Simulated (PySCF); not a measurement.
**Electron correlation in Pd⁺ (palladium, charge +1)**

[Kr] 4d8 5s1, high-spin 4F determinant (an excited configuration). All numbers are calculated (PySCF 2.14, a scalar-relativistic core potential, in def2-TZVPPD with the def2 core potential (28 electrons)). Frozen: 4s2 4p6; 9 electrons correlated.

```json
{"level": "CCSD", "correlation energy (mhartree)": "-237.98"}
{"level": "(T)", "correlation energy (mhartree)": "-6.53"}
{"level": "CCSD(T)", "correlation energy (mhartree)": "-244.51"}
```

Diagnostics: T1 = 0.0080, D1 = 0.0320, largest double amplitude 0.019.

Problem. Is a single reference adequate?

Solution. Yes, within this model without spin-orbit coupling: T1 lies below 0.03 and no double amplitude reaches 0.07.
